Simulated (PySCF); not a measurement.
# Unknown compound

Molecular formula: C₅H₅F₄OPSi. Simulated spectra:

1H NMR (600 MHz, computed): δ 7.72 (m, 1H), 6.43 (m, 1H), 4.34 (s, 3H).

13C{1H} NMR (computed): δ 185.8, 152.6, 130.8, 125.1, 123.7.

- shielding tensors at PBE0/pcSseg-1 (GIAO)
- coordinates at the GFN2-xTB level
- run in PySCF
- in vacuum, averaged over atoms made equivalent by symmetry, fast rotation or ring inversion, relativity neglected, single conformer

Scale: 1H (31.72 ppm), 13C (186.93 ppm) against TMS (reference shieldings calculated alike).

Q: Propose a structure and justify it.

A: 
5 carbon signals for 5 carbons: no two carbons are equivalent. Carbon types of the structure: 4 × C, 1 × CH, leaving 4 H on heteroatoms. δC 185.8, 152.6, 123.7: fully substituted alkene carbon. δC 130.8: CF3 carbon; 3 electronegative neighbours deshield it. δC 125.1: alkene CH; the olefinic region. δH 7.72: hydrogen on a phosphorus bonded to 2 C, O, in a 5-membered ring. δH 6.43: hydrogen on an alkene CH; attached to an sp2 carbon and in the plane of the double bond. δH 4.34: hydrogen on a silicon bonded to C.

The compound is `O=[P@H]1C=C(C(F)(F)F)C([SiH3])=C1F`.

This is the structure that produced the data.

Splittings by 19F and 31P in the carbon and heteronuclear signals aren't shown, as no couplings were computed. Shifts are as computed. Against solution values, carbons near 30 ppm lie about +3 ppm off and those near 130 ppm about +5 ppm. Of 1211 compounds with measured shifts, 218 miss one by over three times the rms of a fit or turn the order of signals round; such compounds aren't used in these exercises. No couplings were computed; multiplicities are counted from neighbouring protons, with m where these are inequivalent, close in shift, in a saturated or five-membered ring or joined by F or P, and br s for small geminal =CH2 splittings.
